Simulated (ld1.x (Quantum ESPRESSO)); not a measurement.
# Li (Z = 3): one change to an RRKJ potential, before and after

- Element: lithium (Li)
- Generator: ld1.x (Quantum ESPRESSO) 7.5
- Type: norm-conserving RRKJ (Kleinman–Bylander form)
- Functional: PBE
- Relativity: scalar-relativistic
- Frozen core: [He]
- Valence charge: 1
- Reference configuration: 2s1 2p0
- Partial waves: 2s (bound): rc 3.15 bohr; 2p (bound, empty): rc 4.20 bohr; 3d channel at 0.35 Ry: rc 4.40 bohr
- Local potential: the d channel
- Core correction: Bessel-smoothed model core inside 3.20 bohr
- rho0: 0.01

All-electron outer shells of the reference configuration (PBE, scalar-relativistic, ld1.x):

| shell | level (eV) | outermost node (bohr) | outermost maximum (bohr) |
| --- | --- | --- | --- |
| 1s | -51.85 | – | 0.36 |
| 2s | -2.87 | 0.83 | 3.12 |
| 2p | -1.09 | – | 3.81 |

Change: type TM semilocal; rho0 0.

Cutoffs: the cutoffs (Ry, on a coarse ladder) from which the occupation-weighted sum of valence levels, in a spherical-Bessel basis at the reference potential, stays within 10 and 1 mRy of its value at 400 Ry; they do not see the model core or the augmentation charge, which bear on the density cutoff. Errors are all-electron minus pseudo energies relative to the spin-unpolarised reference configuration.

Question: Predict the effect on cutoff, ghosts and configuration errors.

Answer: The potential gets softer (10 Ry and 15 Ry → 6 Ry and 6 Ry); neither file shows a bound ghost. A semilocal file is local in each channel, so a ghost entry of none says nothing of the separable form that plane-wave codes build from it.

| quantity | base | changed |
| --- | --- | --- |
| cutoff, loose | 10 Ry | 6 Ry |
| cutoff, tight | 15 Ry | 6 Ry |
| bound ghosts | none | none |
| error for 2s0.5 2p0, meV [ΔE 2.05 eV] | +2.8 | +3.8 |
| error for 2s0 2p1, meV [ΔE 1.79 eV] | +8.5 | -3.5 |
| s: phases at 4.75 bohr within 0.05 rad from the reference energy up to (Ry; the scan ends near 5) | 0.4 | 0.6 |
| p: phases at 4.75 bohr within 0.05 rad from the reference energy up to (Ry; the scan ends near 5) | 0.6 | 0.5 |
| d: phases at 4.75 bohr within 0.05 rad from the reference energy up to (Ry; the scan ends near 5) | 1.7 | 1.7 |
